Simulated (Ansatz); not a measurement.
VOCl3 (VCl₃O), relaxed as a singlet with RKS PBE0-D4/def2-SVP in Ansatz, starting from the GFN2-xTB geometry. Force threshold 0.02 eV/Å.

The restricted singlet is unstable towards broken spin symmetry in Hartree–Fock (as tested in another run); at PBE0-D4/def2-SVP this wasn't settled.

Start:

Cartesian coordinates in Å:
```
V 0.106 0.031 0.016
O 1.554 0.425 0.244
Cl -0.366 0.225 -1.922
Cl -1.112 1.195 1.101
Cl -0.182 -1.876 0.561
```

Estimate the energy that the relaxation releases and the steps that it takes.

52.0 kJ/mol, in 4 steps; 8 s on 4 threads of Arm Neoverse V2 on a shared host. No frequencies were taken in this run, so the end may be a saddle point.

Does the start keep its bonding and symmetry?

By distances, no bond broke or formed. The bond that changes most is V1–Cl5, from 2.00 to 2.13 Å (atoms count from 1). Point group C3v at the start, C3v at the end, both within 0.05 Å.

Predict the relaxed structure.


```csv
atom,x (Å),y (Å),z (Å)
V1,0.0832,0.0228,0.0131
O2,1.5389,0.4227,0.2430
Cl3,-0.3408,0.2575,-2.0579
Cl4,-1.1409,1.3030,1.1907
Cl5,-0.1405,-2.0060,0.6110
```
Bond lengths: 3 × Cl–V 2.13 Å; 1 × O–V 1.53 Å.
